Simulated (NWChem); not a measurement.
System: GaH₃S₂O; SMILES [OH][Ga]([SH])[SH]

Here is an NWChem input.

```
start job
memory heap 200 mb stack 900 mb global 1100 mb
geometry units angstroms
  Ga     0.311278     0.072320     0.000000
  O      2.082977     0.223417     0.000000
  H      2.575622    -0.602838     0.000000
  S     -0.726452    -1.875094     0.000000
  H      0.416497    -2.596178     0.000000
  S     -0.791151     1.966430     0.000000
  H     -1.996240     1.354503     0.000000
end
basis spherical
  * library 3-21g
end
dft
  xc hfexch
  iterations 150
end
driver
  maxiter 120
end
task dft optimize
task dft freq
```

Output (shortened):

```
             Northwest Computational Chemistry Package (NWChem) 7.3.0
             --------------------------------------------------------

 CS  symmetry detected

                             Geometry "geometry" -> ""
                             -------------------------

 Output coordinates in angstroms (scale by  1.889725989 to convert to a.u.)

  No.       Tag          Charge          X              Y              Z
 ---- ---------------- ---------- -------------- -------------- --------------
    1 Ga                  31.0000     0.27085229     0.01633191     0.00000000
    2 O                    8.0000     2.04575520     0.12341743     0.00000000
    3 H                    1.0000     2.51774487    -0.71480819     0.00000000
    4 S                   16.0000    -0.81488349    -1.90473098     0.00000000
    5 H                    1.0000     0.30981974    -2.65395537     0.00000000
    6 S                   16.0000    -0.78423462     1.93721556     0.00000000
    7 H                    1.0000    -2.00413757     1.35538145     0.00000000

 Effective nuclear repulsion energy (a.u.)     434.7911269194

      Symmetry information
      --------------------

 Group name             Cs
 Group number              2
 Group order               2
 No. of unique centers     7

                                Z-matrix (autoz)
                                --------

 Units are Angstrom for bonds and degrees for angles

      Type          Name      I     J     K     L     M      Value
      ----------- --------  ----- ----- ----- ----- ----- ----------
    1 Stretch                  1     2                       1.77813
    2 Stretch                  1     4                       2.20665
    3 Stretch                  1     6                       2.19158
    4 Stretch                  2     3                       0.96198
    5 Stretch                  4     5                       1.35140
    6 Stretch                  6     7                       1.35155
    7 Bend                     1     2     3               115.93042
    8 Bend                     1     4     5                94.19566
    9 Bend                     1     6     7                93.27988
   10 Bend                     2     1     4               122.92668
   11 Bend                     2     1     6               115.32609
   12 Bend                     4     1     6               121.74723
   13 Torsion                  2     1     4     5           0.00000
   14 Torsion                  2     1     6     7         180.00000
   15 Torsion                  3     2     1     4           0.00000
   16 Torsion                  3     2     1     6         180.00000
   17 Torsion                  4     1     6     7           0.00000
   18 Torsion                  5     4     1     6         180.00000

  xc_inp: hfexch multiplicative factor not found.

                           NWChem Geometry Optimization
                           ----------------------------

 maximum gradient threshold         (gmax) =   0.000450
 rms gradient threshold             (grms) =   0.000300
 maximum cartesian step threshold   (xmax) =   0.001800
 rms cartesian step threshold       (xrms) =   0.001200
 fixed trust radius                (trust) =   0.300000
 source of zmatrix                         =   autoz

          -------------------
          Energy Minimization
          -------------------

 Using diagonal initial Hessian
 Scaling for Hessian diagonals: bonds = 1.00  angles = 0.25  torsions = 0.10

          --------
          Step   0

                                 NWChem DFT Module
                                 -----------------

 Summary of "ao basis" -> "ao basis" (spherical)
 ------------------------------------------------------------------------------
       Tag                 Description            Shells   Functions and Types
 ---------------- ------------------------------  ------  ---------------------
 Ga                          3-21g                  10       22   5s4p1d
 O                           3-21g                   5        9   3s2p
 H                           3-21g                   2        2   2s
 S                           3-21g                   7       13   4s3p

      Symmetry analysis of basis
      --------------------------

        a'         49
        a"         14

            General Information
            -------------------
          SCF calculation type: DFT
          Wavefunction type:  closed shell.
          No. of atoms     :     7
          No. of electrons :    74
           Alpha electrons :    37
            Beta electrons :    37
          Charge           :     0
          Spin multiplicity:     1
          Use of symmetry is: on ; symmetry adaption is: on
          Maximum number of iterations: 150
          AO basis - number of functions:    63
                     number of shells:    35
          Convergence on energy requested:  1.00D-06
          Convergence on density requested:  1.00D-05
          Convergence on gradient requested:  5.00D-04

              XC Information
              --------------
                     Hartree-Fock (Exact) Exchange  1.000

      Superposition of Atomic Density Guess
      -------------------------------------

 Sum of atomic energies:       -2780.72376760

      Non-variational initial energy
      ------------------------------

 Total energy =   -2781.585994
 1-e energy   =   -4742.590238
 2-e energy   =    1526.213117
 HOMO         =      -0.324962
 LUMO         =      -0.008977

      Symmetry analysis of molecular orbitals - initial
      -------------------------------------------------

  Numbering of irreducible representations:

     1 a'          2 a"

  Orbital symmetries:

     1 a'          2 a'          3 a'          4 a'          5 a'
     6 a'          7 a"          8 a'          9 a'         10 a'
    11 a'         12 a'         13 a'         14 a'         15 a"
    16 a"         17 a'         18 a'         19 a'         20 a"
    21 a'         22 a'         23 a'         24 a'         25 a"
    26 a"         27 a'         28 a'         29 a'         30 a'
    31 a'         32 a'         33 a"         34 a'         35 a'
    36 a"         37 a"         38 a'         39 a"         40 a'
    41 a'         42 a'         43 a'         44 a'         45 a'
    46 a"         47 a'

   convergence    iter        energy       DeltaE   RMS-Dens  Diis-err
 ---------------- ----- ----------------- --------- --------- ---------
 d= 0,ls=0.0,diis     1  -2781.1777830967 -3.22D+03  1.48D-02  6.29D-01
 d= 0,ls=0.0,diis     2  -2781.2477091805 -6.99D-02  4.24D-03  2.44D-01
 d= 0,ls=0.0,diis     3  -2781.2685508996 -2.08D-02  1.31D-03  2.96D-03
 d= 0,ls=0.0,diis     4  -2781.2692412960 -6.90D-04  3.61D-04  2.23D-04
 d= 0,ls=0.0,diis     5  -2781.2692959339 -5.46D-05  1.31D-04  1.43D-05
  Resetting Diis
 d= 0,ls=0.0,diis     6  -2781.2693015117 -5.58D-06  3.13D-05  6.92D-07
 d= 0,ls=0.0,diis     7  -2781.2693018708 -3.59D-07  4.18D-06  2.88D-08

         Total DFT energy =    -2781.269301870798
      One electron energy =    -4740.797321698044
           Coulomb energy =     1657.664824408970
    Exchange-Corr. energy =     -132.927931501171
 Nuclear repulsion energy =      434.791126919446

 Numeric. integr. density =        0.000000000000

                  Occupations of the irreducible representations
                  ----------------------------------------------

                     irrep           alpha         beta
                     --------     --------     --------
                     a'               28.0         28.0
                     a"                9.0          9.0

                       DFT Final Molecular Orbital Analysis
                       ------------------------------------

 Vector   35  Occ=2.000000D+00  E=-4.241230D-01  Symmetry=a'
              MO Center= -5.7D-01,  1.3D-01,  3.0D-15, r^2= 5.7D+00
   Bfn.  Coefficient  Atom+Function         Bfn.  Coefficient  Atom+Function
  ----- ------------  ---------------      ----- ------------  ---------------
    56      0.346406  6 S  py                60      0.313791  6 S  py
    41      0.275618  4 S  py                45      0.264163  4 S  py
    12     -0.255059  1 Ga py                44      0.223212  4 S  px
    40      0.216134  4 S  px                52     -0.166956  6 S  py
    37     -0.133359  4 S  py                30      0.127653  2 O  py

 Vector   36  Occ=2.000000D+00  E=-4.168973D-01  Symmetry=a"
              MO Center= -6.2D-01, -9.7D-01,  1.1D-14, r^2= 4.2D+00
   Bfn.  Coefficient  Atom+Function         Bfn.  Coefficient  Atom+Function
  ----- ------------  ---------------      ----- ------------  ---------------
    46      0.480801  4 S  pz                42      0.454027  4 S  pz
    61      0.240625  6 S  pz                57      0.236757  6 S  pz
    38     -0.216591  4 S  pz                31     -0.163597  2 O  pz
    27     -0.120385  2 O  pz                53     -0.112581  6 S  pz
    13      0.103368  1 Ga pz                 9     -0.049029  1 Ga pz

[...]

      ----------------------
      Optimization converged
      ----------------------

  Step       Energy      Delta E   Gmax     Grms     Xrms     Xmax
  ---- ---------------- -------- -------- -------- -------- --------
@   10   -2781.28158332 -5.7D-08  0.00004  0.00001  0.00048  0.00124
                                     ok       ok       ok       ok

                                Z-matrix (autoz)
                                --------

 Units are Angstrom for bonds and degrees for angles

      Type          Name      I     J     K     L     M      Value     Gradient
      ----------- --------  ----- ----- ----- ----- ----- ---------- ----------
    1 Stretch                  1     2                       1.68875    0.00004
    2 Stretch                  1     4                       2.28400   -0.00003
    3 Stretch                  1     6                       2.26672   -0.00001
    4 Stretch                  2     3                       0.94879   -0.00001
    5 Stretch                  4     5                       1.35248    0.00001
    6 Stretch                  6     7                       1.35142    0.00000
    7 Bend                     1     2     3               156.02376    0.00001
    8 Bend                     1     4     5               100.52127    0.00001
    9 Bend                     1     6     7               100.52177    0.00001
   10 Bend                     2     1     4               123.57968    0.00001
   11 Bend                     2     1     6               118.24561   -0.00002
   12 Bend                     4     1     6               118.17471    0.00000
   13 Torsion                  2     1     4     5           0.00000    0.00000
   14 Torsion                  2     1     6     7         180.00000    0.00000
   15 Torsion                  3     2     1     4           0.00000    0.00000
   16 Torsion                  3     2     1     6         180.00000    0.00000
   17 Torsion                  4     1     6     7           0.00000    0.00000
   18 Torsion                  5     4     1     6         180.00000    0.00000

                         Geometry "geometry" -> "geometry"
                         ---------------------------------

 Output coordinates in angstroms (scale by  1.889725989 to convert to a.u.)

  No.       Tag          Charge          X              Y              Z
 ---- ---------------- ---------- -------------- -------------- --------------
    1 Ga                  31.0000     0.32097343    -0.03905380     0.00000000
    2 O                    8.0000     2.00922395     0.00181031     0.00000000
    3 H                    1.0000     2.88522425    -0.36264811     0.00000000
    4 S                   16.0000    -0.89588403    -1.97190627     0.00000000
    5 H                    1.0000     0.09784321    -2.88935324     0.00000000
    6 S                   16.0000    -0.79976275     1.93122130     0.00000000
    7 H                    1.0000    -2.07670163     1.48878164     0.00000000

 Effective nuclear repulsion energy (a.u.)     427.7221297943

      Symmetry information
      --------------------

 Group name             Cs
 Group number              2
 Group order               2
 No. of unique centers     7

                Final and change from initial internal coordinates
                --------------------------------------------------

                                Z-matrix (autoz)
                                --------

 Units are Angstrom for bonds and degrees for angles

[...]

 Rotational Constants
 --------------------
 A=   0.129184 cm-1  (  0.185863 K)
 B=   0.066301 cm-1  (  0.095390 K)
 C=   0.043814 cm-1  (  0.063038 K)

 Temperature                      =   298.15K
 frequency scaling parameter      =   1.0000

 Zero-Point correction to Energy  =   19.818 kcal/mol  (  0.031581 au)
 Thermal correction to Energy     =   24.758 kcal/mol  (  0.039454 au)
 Thermal correction to Enthalpy   =   25.350 kcal/mol  (  0.040397 au)

 Total Entropy                    =   88.195 cal/mol-K
   - Translational                =   40.946 cal/mol-K (mol. weight = 151.8882)
   - Rotational                   =   27.842 cal/mol-K (symmetry #  =        1)
   - Vibrational                  =   19.408 cal/mol-K

 Cv (constant volume heat capacity) =   23.889 cal/mol-K
   - Translational                  =    2.979 cal/mol-K
   - Rotational                     =    2.979 cal/mol-K
   - Vibrational                    =   17.930 cal/mol-K

[normal modes left out]

 ----------------------------------------------------------------------------
 Normal Eigenvalue ||           Projected Infra Red Intensities
  Mode   [cm**-1]  || [atomic units] [(debye/angs)**2] [(KM/mol)] [arbitrary]
 ------ ---------- || -------------- ----------------- ---------- -----------
    1       -0.000 ||    0.000011           0.000         0.011       0.002
    2       -0.000 ||    0.000066           0.002         0.064       0.012
    3        0.000 ||    0.001903           0.044         1.855       0.348
    4        0.000 ||    0.001306           0.030         1.273       0.239
    5        0.000 ||    0.000305           0.007         0.297       0.056
    6        0.000 ||    0.001033           0.024         1.007       0.189
    7      119.363 ||    0.015508           0.358        15.118       2.837
    8      131.273 ||    0.251097           5.793       244.782      45.933
    9      159.240 ||    0.032446           0.749        31.630       5.935
   10      159.988 ||    0.014506           0.335        14.141       2.654
   11      204.656 ||    0.008364           0.193         8.153       1.530
   12      227.512 ||    0.328144           7.571       319.891      60.027
   13      252.518 ||    0.034288           0.791        33.426       6.272
   14      372.676 ||    0.011711           0.270        11.416       2.142
   15      434.695 ||    0.109441           2.525       106.688      20.020
   16      717.238 ||    0.003531           0.081         3.442       0.646
   17      763.043 ||    0.022453           0.518        21.888       4.107
   18      920.210 ||    0.081319           1.876        79.273      14.875
   19     2634.529 ||    0.013785           0.318        13.438       2.522
   20     2641.508 ||    0.007041           0.162         6.864       1.288
   21     4130.779 ||    0.209735           4.839       204.460      38.366
 ----------------------------------------------------------------------------
```

Level: Hartree-Fock/3-21G.
